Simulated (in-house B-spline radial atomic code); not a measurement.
# RPA and G0W0 on Hartree-Fock: Ag-

Configuration [Kr] 4d10 5s2, mean-field start Hartree-Fock. Computed with an all-electron radial atomic-structure program (B-spline basis): all electrons, non-relativistic, point nucleus, each spin shell either full or empty, empty states to l = 9 with an (l + 1/2)⁻⁴ tail; G0W0 by contour deformation at full frequency.

The anion's configuration is assumed.

Without relativity these are model numbers: it shifts the levels of so heavy an element strongly and can reorder them.

Command:
```bash
python run_gw.py task.json out
```
Settings (radii: box in bohr, nucleus in fm):
```
Z                        47
electrons                48
configuration            [Kr] 4d10 5s2
hamiltonian              nr
method                   hf
lmax                     9
spin_polarised           False
box_radius               60
intervals                58
ion_configuration        [Kr] 4d10 5s1
```

Run time, properties included: 4.5 s on 1 thread of AMD EPYC 9R14 (shared host).

Energies (hartree):

| term | value |
| --- | --- |
| mean-field total | -5197.70005 |
| Hartree-Fock functional on these orbitals | -5197.70005 |
| direct second order | -3.7284 |
| second-order exchange | 1.0386 |
| SOSEX correction | 0.97019 |

Question: What is the RPA correlation energy, and what remains with SOSEX?

Answer: RPA gives -3.3058 hartree (-1.87 eV per electron); RPA + SOSEX gives -2.3356, and the second-order doubles (MP2) -2.6898 hartree. RPA lacks exchange-type terms and so overcorrelates at short range.

Quasi-particle levels (eV):

```csv
level,occupied,mean field,Σx - vxc,Σc,QP weight,G0W0
5s,yes,-0.534,0.00,?,?,?
```

G0W0 = mean field + (Σx - vxc) + Σc, with Σc (partial-wave tail included) taken at the quasi-particle energy. Only the outer levels were computed. Levels of low weight are left out.

Question: Where does G0W0 put 5s?

Answer: At -1.120 eV, with Σc = -0.59 eV and a quasi-particle weight of 0.840. The tabulated removal energy is 1.302 eV (electron affinity of the neutral atom); the calculation leaves out relativity, Breit and QED terms, and what these don't explain is the method's own error.

Question: What does it cost to remove one electron (to [Kr] 4d10 5s1) by differences of total energies, each species on its own start (correlation terms add to the Hartree-Fock functional)?

Answer: Hartree-Fock functional 0.030 eV, + RPA 0.771 eV, + RPA + SOSEX 0.616 eV, + second order 0.919 eV. Tabulated: 1.302 eV (electron affinity of the neutral atom); the calculation leaves out relativity, Breit and QED terms, and what these don't explain is the method's own error.
